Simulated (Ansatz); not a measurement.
A nudged elastic band was laid between two geometries of Cl2H2OSn + H4Si (11 atoms, charge 0, multiplicity 1).

Method: RKS PBE-D4/def2-SVP in Ansatz.

| Quantity | Value |
| --- | --- |
| movable images | 9 |
| climbing image | yes |
| spring | 5.0 eV/Å² |
| optimiser | quadratic models (default) |
| start path | through a guess of the saddle point |
| force threshold | 0.05 eV/Å |
| iteration limit | 60 |
| end points | relaxed |

Initial state:

```xyz
11
Properties=species:S:1:pos:R:3
Sn -0.329 0.623 -0.106
Cl -1.580 2.225 1.092
Cl 1.941 1.140 0.271
H -0.722 0.580 -1.774
O -0.733 -1.177 0.657
H -0.649 -1.173 1.632
Si 1.726 -3.150 1.047
H 0.604 -3.908 0.400
H 2.251 -2.085 0.131
H 2.840 -4.110 1.370
H 1.260 -2.534 2.339
```

Final state:

```xyz
11
Properties=species:S:1:pos:R:3
Sn 0.513 -0.278 -0.032
Cl -0.534 -1.226 3.208
Cl 1.578 0.331 -2.091
H 0.644 1.099 1.001
O -1.453 -0.342 -0.443
H -1.610 -0.856 -1.259
Si 1.572 -2.553 0.629
H 0.490 -3.555 0.912
H 2.436 -3.032 -0.503
H 2.422 -2.355 1.855
H 0.551 -0.801 3.783
```

Q: Which bonds break or form, and what moves?

A: Bonds broken: Sn1–Cl2, Si7–H11. Bonds formed: Sn1–Si7, Cl2–H11. Cl2H2OSn + H4Si becomes ClH + ClH5OSiSn.

Q: What energy profile does the band end with?

A: It converged. The highest image is number 6 of 0 to 10, 166.5 kJ/mol above the first end and 113.8 kJ/mol above the last; the last end lies 52.7 kJ/mol above the first. Beside the main top the profile has a ripple of under 15 meV (maxima at images 3, 6, 9), which may be a very shallow well or noise. A structure lower than the last end lies on the path between it and the top, so the climb from that side starts below the end, which may itself be a saddle point or a shallow side well. Neighbouring images differ by up to 1.5 eV, so the band resolves the path poorly. A vibrational analysis at the climbing image gives one clearly imaginary mode, 843i cm⁻¹: a first-order saddle point. The orbitals stay closed-shell, which can raise the energy where a bond breaks towards radicals; this wasn't checked here.

| image | path coordinate (Å) | energy (kJ/mol) | Sn1–Cl2 (Å) | Si7–H11 (Å) | Sn1–Si7 (Å) |
| --- | --- | --- | --- | --- | --- |
| 0 | 0.00 | 0.0 | 2.36 | 1.51 | 4.45 |
| 1 | 1.96 | 1.1 | 2.36 | 1.51 | 4.47 |
| 2 | 3.91 | 2.2 | 2.36 | 1.50 | 4.33 |
| 3 | 5.87 | 2.9 | 2.36 | 1.50 | 4.33 |
| 4 | 7.83 | 2.1 | 2.36 | 1.50 | 4.37 |
| 5 | 9.78 | 18.5 | 2.37 | 1.50 | 3.93 |
| 6 | 11.74 | 166.5 | 2.71 | 1.81 | 2.86 |
| 7 | 13.76 | 57.0 | 3.48 | 2.97 | 2.59 |
| 8 | 15.79 | 51.9 | 3.76 | 3.92 | 2.59 |
| 9 | 17.82 | 53.5 | 3.78 | 4.07 | 2.59 |
| 10 | 19.85 | 52.7 | 3.53 | 3.75 | 2.60 |

Q: What is the geometry of the highest image?

A: 
```xyz
11
Properties=species:S:1:pos:R:3
Sn 0.059 -0.123 0.219
Cl 1.334 0.774 2.435
Cl 1.611 0.935 -1.216
H -1.393 0.665 0.676
O -0.648 -1.597 -0.987
H 0.038 -1.852 -1.636
Si 1.041 -2.541 1.383
H -0.276 -3.237 1.545
H 1.790 -2.979 0.160
H 1.901 -2.806 2.595
H 1.153 -0.809 1.886
```

The band took 35 iterations and of the order of 50 core-minutes.

Time of the run: 13 min on 4 threads of Arm Neoverse N1, on a shared host, peak memory 0.2 GiB.
